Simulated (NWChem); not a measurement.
System: CrNH$_{2}$S$_{2}$Cl; SMILES [S]=[Cr]([SH])(=[NH])[Cl]

Excerpt of the output:

```
             Northwest Computational Chemistry Package (NWChem) 7.3.0
             --------------------------------------------------------

 C1  symmetry detected

                             Geometry "geometry" -> ""
                             -------------------------

 Output coordinates in angstroms (scale by  1.889725989 to convert to a.u.)

  No.       Tag          Charge          X              Y              Z
 ---- ---------------- ---------- -------------- -------------- --------------
    1 Cr                  24.0000     0.06629018     0.02036236    -0.23192402
    2 N                    7.0000     0.08300599    -0.03787716    -1.82423339
    3 H                    1.0000     0.63831439    -0.14561936    -2.67657557
    4 S                   16.0000     1.88583656    -0.23704911     0.49575813
    5 Cl                  17.0000    -0.75604082     1.91879858     0.38499516
    6 S                   16.0000    -1.13731628    -1.69405351     0.44836751
    7 H                    1.0000    -1.93395112    -1.79987101    -0.63854215

 Effective nuclear repulsion energy (a.u.)     565.1424352250

                                 NWChem DFT Module
                                 -----------------

 Summary of "ao basis" -> "ao basis" (spherical)
 ------------------------------------------------------------------------------
       Tag                 Description            Shells   Functions and Types
 ---------------- ------------------------------  ------  ---------------------
 Cr                          6-31g*                 12       34   5s4p2d1f
 N                           6-31g*                  6       14   3s2p1d
 H                           6-31g*                  2        2   2s
 S                           6-31g*                  8       18   4s3p1d
 Cl                          6-31g*                  8       18   4s3p1d

            General Information
            -------------------
          SCF calculation type: DFT
          Wavefunction type:  closed shell.
          No. of atoms     :     7
          No. of electrons :    82
           Alpha electrons :    41
            Beta electrons :    41
          Charge           :     0
          Spin multiplicity:     1
          Use of symmetry is: off; symmetry adaption is: off
          Maximum number of iterations: 150
          AO basis - number of functions:   106
                     number of shells:    46
          Convergence on energy requested:  1.00D-06
          Convergence on density requested:  1.00D-05
          Convergence on gradient requested:  5.00D-04

              XC Information
              --------------
                  TPSS metaGGA Exchange Functional  1.000
             TPSS03 metaGGA Correlation Functional  1.000

             Grid Information
             ----------------
          Grid used for XC integration:  medium
          Radial quadrature: Mura-Knowles
          Angular quadrature: Lebedev.
          Tag              B.-S. Rad. Rad. Pts. Rad. Cut. Ang. Pts.
          ---              ---------- --------- --------- ---------
          Cr                  1.40      112           9.0       590
          N                   0.65       49           9.0       434
          H                   0.35       45          11.0       434
          S                   1.00       88          11.0       590
          Cl                  1.00       88          10.0       590
          Grid pruning is: on
          Number of quadrature shells:   515
          Spatial weights used:  Erf1

      Superposition of Atomic Density Guess
      -------------------------------------

 Sum of atomic energies:       -2352.72420622

      Non-variational initial energy
      ------------------------------

 Total energy =   -2353.299392
 1-e energy   =   -4370.127506
 2-e energy   =    1451.685679
 HOMO         =      -0.324824
 LUMO         =      -0.067490

     ---------------------------------------------
      Total Density - Mulliken Population Analysis
     ---------------------------------------------

    Atom       Charge   Shell Charges
 -----------   ------   -------------------------------------------------------
    1 Cr  24    21.34   2.00  2.00  6.00  2.00  6.00  0.50  0.61  0.03  0.05  0.90  1.23  0.02
    2 N    7     8.34   2.00  0.88  2.72  0.90  1.83  0.02
    3 H    1     0.56   0.40  0.16
    4 S   16    16.90   2.00  2.00  5.98  1.38  3.40  0.50  1.62  0.02
    5 Cl  17    17.52   2.00  2.00  5.98  1.39  3.80  0.54  1.80  0.01
    6 S   16    16.62   2.00  2.00  5.98  1.33  3.24  0.50  1.54  0.03
    7 H    1     0.72   0.39  0.33

   convergence    iter        energy       DeltaE   RMS-Dens  Diis-err
 ---------------- ----- ----------------- --------- --------- ---------
 d= 0,ls=0.0,diis     1  -2355.7508310649 -2.92D+03  6.94D-02  1.06D+01
 d= 0,ls=0.0,diis     2  -2335.7198699391  2.00D+01  5.00D-02  1.43D+02
 d= 0,ls=0.5,diis     3  -2346.9363964369 -1.12D+01  9.75D-03  9.98D+01
 d= 0,ls=0.5,diis     4  -2347.3293055114 -3.93D-01  3.22D-03  9.76D+01
 d= 0,ls=0.5,diis     5  -2346.9256418658  4.04D-01  2.88D-03  1.01D+02
 d= 0,ls=0.5,diis     6  -2346.8584483721  6.72D-02  3.63D-03  1.01D+02
 d= 0,ls=0.5,diis     7  -2347.2393599569 -3.81D-01  1.81D-03  9.93D+01
 d= 0,ls=0.5,diis     8  -2347.4872157377 -2.48D-01  1.63D-03  9.81D+01
 d= 0,ls=0.5,diis     9  -2347.3128231469  1.74D-01  1.40D-03  9.95D+01
  Resetting Diis
 d= 0,ls=0.5,diis    10  -2347.3261637825 -1.33D-02  1.25D-03  9.95D+01
 d= 0,ls=0.5,diis    11  -2347.3120824802  1.41D-02  1.57D-01  9.96D+01
 d= 0,ls=0.5,diis    12  -2303.4706703176  4.38D+01  1.42D-01  2.71D+02
 d= 0,ls=0.5,diis    13  -2352.5588482522 -4.91D+01  2.87D-02  2.31D+01
 d= 0,ls=0.5,diis    14  -2356.6946642363 -4.14D+00  1.01D-02  2.89D+00
 d= 0,ls=0.5,diis    15  -2357.0339736642 -3.39D-01  3.77D-03  4.47D-01
 d= 0,ls=0.5,diis    16  -2357.0803815692 -4.64D-02  1.50D-03  5.53D-02
 d= 0,ls=0.5,diis    17  -2357.0770385389  3.34D-03  7.70D-04  1.27D-01
 d= 0,ls=0.5,diis    18  -2357.0653769223  1.17D-02  4.96D-04  2.86D-01
 d= 0,ls=0.5,diis    19  -2357.0609925931  4.38D-03  4.42D-04  3.43D-01
 d= 0,ls=0.5,diis    20  -2357.0662368005 -5.24D-03  5.15D-04  2.72D-01
 d= 0,ls=0.5,diis    21  -2357.0764018421 -1.02D-02  3.98D-04  1.38D-01
 d= 0,ls=0.5,diis    22  -2357.0829269253 -6.53D-03  2.44D-04  5.43D-02
 d= 0,ls=0.5,diis    23  -2357.0855379141 -2.61D-03  1.32D-04  2.27D-02
 d= 0,ls=0.5,diis    24  -2357.0864610178 -9.23D-04  9.80D-05  1.19D-02
 d= 0,ls=0.5,diis    25  -2357.0869602789 -4.99D-04  6.84D-05  6.04D-03
 d= 0,ls=0.5,diis    26  -2357.0872062891 -2.46D-04  4.92D-05  3.17D-03
 d= 0,ls=0.5,diis    27  -2357.0873323904 -1.26D-04  3.57D-05  1.71D-03
 d= 0,ls=0.5,diis    28  -2357.0873990720 -6.67D-05  2.67D-05  9.48D-04
 d= 0,ls=0.5,diis    29  -2357.0874347917 -3.57D-05  2.00D-05  5.43D-04
 d= 0,ls=0.5,diis    30  -2357.0874552719 -2.05D-05  1.52D-05  3.11D-04
 d= 0,ls=0.5,diis    31  -2357.0874669924 -1.17D-05  1.17D-05  1.77D-04
 d= 0,ls=0.5,diis    32  -2357.0874737207 -6.73D-06  9.12D-06  1.00D-04
 d= 0,ls=0.5,diis    33  -2357.0874775487 -3.83D-06  7.15D-06  5.79D-05
 d= 0,ls=0.5,diis    34  -2357.0874797397 -2.19D-06  5.61D-06  3.40D-05
 d= 0,ls=0.5,diis    35  -2357.0874810185 -1.28D-06  4.43D-06  2.01D-05
 d= 0,ls=0.5,diis    36  -2357.0874817794 -7.61D-07  3.51D-06  1.20D-05

         Total DFT energy =    -2357.087482233832
      One electron energy =    -4373.227482611548
           Coulomb energy =     1586.914902715066
    Exchange-Corr. energy =     -135.917337562385
 Nuclear repulsion energy =      565.142435225035

 Numeric. integr. density =       81.999997220878

                       DFT Final Molecular Orbital Analysis
                       ------------------------------------

 Vector   39  Occ=2.000000D+00  E=-2.806483D-01
              MO Center=  1.7D-01,  1.6D-01,  2.3D-01, r^2= 4.8D+00
   Bfn.  Coefficient  Atom+Function         Bfn.  Coefficient  Atom+Function
  ----- ------------  ---------------      ----- ------------  ---------------
    77      0.386589  5 Cl pz                58     -0.270943  4 S  py
    57     -0.262483  4 S  px                95     -0.240080  6 S  pz
    81      0.187226  5 Cl pz                19     -0.166421  1 Cr d -1
    59      0.154270  4 S  pz                73     -0.150808  5 Cl pz
    96     -0.142954  6 S  s                 62     -0.136119  4 S  py

 Vector   40  Occ=2.000000D+00  E=-2.535044D-01
              MO Center=  5.1D-01,  3.1D-01, -6.6D-02, r^2= 4.6D+00
   Bfn.  Coefficient  Atom+Function         Bfn.  Coefficient  Atom+Function
  ----- ------------  ---------------      ----- ------------  ---------------
    59      0.398523  4 S  pz                77     -0.372851  5 Cl pz
    57     -0.249638  4 S  px                37      0.241326  2 N  px
    81     -0.210546  5 Cl pz                63      0.205911  4 S  pz
    41      0.175094  2 N  px                38     -0.156955  2 N  py
    55     -0.150554  4 S  pz                94      0.148886  6 S  py

 Vector   41  Occ=2.000000D+00  E=-2.490689D-01
              MO Center= -3.4D-01, -5.3D-01,  2.9D-01, r^2= 4.9D+00
   Bfn.  Coefficient  Atom+Function         Bfn.  Coefficient  Atom+Function
  ----- ------------  ---------------      ----- ------------  ---------------
    94     -0.365860  6 S  py                58      0.335559  4 S  py
    93      0.313101  6 S  px                75     -0.305554  5 Cl px
    98     -0.202702  6 S  py                95     -0.200786  6 S  pz
    97      0.176070  6 S  px                62      0.174269  4 S  py
    79     -0.173762  5 Cl px                76     -0.158550  5 Cl py

[...]
```

Level: TPSS/6-31G* (spherical d). Geometry: optimised at B3LYP/6-31G* (spherical d). Not confirmed as a minimum by frequencies.

Problem. Reconstruct the input file.

Solution. Several could match; the one computed here: the input that was run:
```
start job
memory heap 200 mb stack 900 mb global 1100 mb
geometry units angstroms noautoz
  Cr     0.017723     0.008116    -0.271453
  N     -0.107320    -0.068153    -1.858169
  H      0.374430    -0.086177    -2.760419
  S      1.914858     0.091720     0.276653
  Cl    -1.070366     1.736346     0.428662
  S     -0.787006    -1.885017     0.515405
  H     -1.651553    -2.147172    -0.490095
end
basis spherical
  * library 6-31g*
end
dft
  xc xtpss03 ctpss03
  iterations 150
  mulliken
end
task dft energy
```
